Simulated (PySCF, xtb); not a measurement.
GeH₂, SMILES [GeH2] (connectivity only; charge and spin as stated), neutral, multiplicity 1.

GFN2-xTB (xtb 6.7.1) at its own geometry gives an orbital gap of 2.91 eV and a dipole moment of 1.70 D.

Coordinates come from a PBE0-D3(BJ)/def2-TZVPD optimisation. The isomer is the one that the SMILES or the coordinates give; other isomers of the formula were not compared.

**Question.** What does B3LYP/def2-TZVPD (PySCF) give? (An estimate is asked for; the answer gives what the named calculation found.)

**Answer.** gap 3.45 eV (levels -6.77 and -3.32 eV), dipole 0.26 D.
